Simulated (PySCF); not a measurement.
# MGe for M along group 13

HF with double-zeta basis sets in PySCF, for the lowest determinant that a PBE0 search found; no spin–orbit coupling. De refers to high-spin ground-configuration atoms. A positive dipole means M(−)Ge(+).

```json
{"M": "B", "basis": "x2c-SVPall", "reference": "UHF", "state (unpaired electrons)": "quartet (σ ↑, π ↑↑)", "Re (Å)": "1.935", "ωe (cm⁻¹)": "743", "De (eV)": "2.07", "μ (D)": "0.30"}
{"M": "Al", "basis": "x2c-SVPall", "reference": "UHF", "state (unpaired electrons)": "quartet (σ ↑, π ↑↑)", "Re (Å)": "2.521", "ωe (cm⁻¹)": "284", "De (eV)": "1.56", "μ (D)": "-1.90"}
{"M": "Ga", "basis": "cc-pVDZ-PP", "reference": "UHF", "state (unpaired electrons)": "quartet (σ ↑, π ↑↑)", "Re (Å)": "2.554", "ωe (cm⁻¹)": "200", "De (eV)": "1.44", "μ (D)": "-2.26"}
{"M": "In", "basis": "def2-SVP", "reference": "UHF", "state (unpaired electrons)": "quartet (σ ↑, π ↑↑)", "Re (Å)": "2.749", "ωe (cm⁻¹)": "168", "De (eV)": "1.37", "μ (D)": "-2.95"}
{"M": "Tl", "basis": "def2-SVP", "reference": "UHF", "state (unpaired electrons)": "quartet (σ ↑, π ↑↑)", "Re (Å)": "2.818", "ωe (cm⁻¹)": "144", "De (eV)": "1.30", "μ (D)": "-3.67"}
```

By what factor does the well depth vary along the series?

At HF it runs from 1.30 eV (TlGe) to 2.07 eV (GeB), a factor of 1.59.

The rows differ in basis set, which adds steps of its own.

Down a group the atoms grow and get heavier, so bonds lengthen and wavenumbers fall; this series shows no clear exception.

These are scalar-relativistic numbers at best; spin–orbit coupling would shift them, the dissociation energy most. Hartree–Fock leaves out correlation, which carries a large part of most bond energies and some tenths to 1 eV of ionisation energies. States were picked by a PBE0 search and need not be the measured ground states.
